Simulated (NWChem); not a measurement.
Molecule: SnH$_{2}$S, singlet; SMILES [SH][SnH]

Results from NWChem. Medium grid unless said otherwise, to which SCAN and Minnesota functionals are sensitive. Low-valent species are run as closed-shell singlets; no triplet was tried in these runs. Structure relaxed at the PBE0/def2-SVP level. def2 effective core potentials on Sn; no spin-orbit coupling. Hybrids' shares of exact exchange are those that their runs print; pure functionals count as 0. The functionals differ in more than this share.

```csv
row,share of exact exchange,highest occupied level (eV)
PBE/def2-SVP,0.00,-5.77
KT2/def2-SVP,0.00,-5.81
TPSSh/def2-SVP,0.10,-6.30
B3LYP/def2-SVP,0.20,-6.58
B3PW91/def2-SVP,0.20,-6.64
B97-2/def2-SVP,0.21,-6.57
r2SCAN0/def2-SVP,0.25,withheld
```

Task: Fit a straight line of the last column on the one before it, predict the withheld value, and compare with the run.

Result: 
1. Means of the 6 shown rows: x = 0.118, y = -6.278. Slope Σ(x − x̄)(y − ȳ)/Σ(x − x̄)² = -0.1961/0.05008 = -3.915; intercept -5.815.
2. The shown rows scatter about the line by 0.054 (root mean square); the largest residual is -0.09, at TPSSh/def2-SVP.
3. At x = 0.25 (r2SCAN0/def2-SVP; beyond the shown range) the line gives -6.79.
4. The run gives -6.95, -0.16 from the line, 3.0 times the scatter.
